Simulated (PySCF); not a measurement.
A structure optimised at B3LYP-D3(BJ)/def2-TZVP, used in a PySCF frequency run:

```xyz
3

Te     0.3225     0.8425     0.0000
F     -1.5113     1.4148     0.0000
Br    -0.0905    -1.6155     0.0000
```

Task: Write its SMILES, formula and point group.

Result: F[Te]Br, BrFTe, Cs

Task: What are its rotational constants (standard atomic weights)?

Result: 8.8530, 1.4990, 1.2820 GHz
